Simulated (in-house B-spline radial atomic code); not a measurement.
A fraction x of an electron is removed from 4p in neutral gallium, starting from [Ar] 3d10 4s2 4p1 and keeping the highest spin. All numbers are computed (non-relativistic CAM-B3LYP, spin-polarised, spherical fractional occupations; point nucleus) with an all-electron radial atomic-structure program (B-spline basis), not measured.

Caution: exact exchange at fractional occupations of open shells leaves self-interaction of up to several eV.

| x | E(x) - E(0) (eV) | 4p up level (eV) |
| --- | --- | --- |
| 0 | 0.0000 | -2.407 |
| 0.02 | 0.0490 | -2.493 |
| 0.19 | 0.5358 | -3.241 |
| 0.34 | 1.0736 | -3.934 |
| 0.43 | 1.4470 | -4.364 |
| 0.5 | 1.7643 | -4.704 |
| 0.52 | 1.8594 | -4.802 |
| 0.65 | 2.5257 | -5.452 |
| 0.84 | 3.6542 | -6.434 |
| 0.92 | 4.1859 | -6.859 |
| 1 | 4.7518 | - |

The exact functional would give a straight line between the two integer points. Deviations E(x) - E(0) - x[E(1) - E(0)], in eV: -0.046 at x = 0.02, -0.367 at x = 0.19, -0.542 at x = 0.34, -0.596 at x = 0.43, -0.612 at x = 0.5, -0.612 at x = 0.52, -0.563 at x = 0.65, -0.337 at x = 0.84, -0.186 at x = 0.92.

The curve lies below the straight line by up to 0.612 eV (at x = 0.5): convex, the delocalisation error, to which spherically averaged exact exchange adds.

Question: How well does Slater's transition state (minus the level at half occupation) give the ionisation energy?

Answer: It gives 4.704 eV against 4.752 eV from the two total energies; NIST lists 6.00 eV, ground level to ground level. The end point has an open shell averaged over its orbitals, so its exact exchange keeps a self-interaction and this is no true integer point.
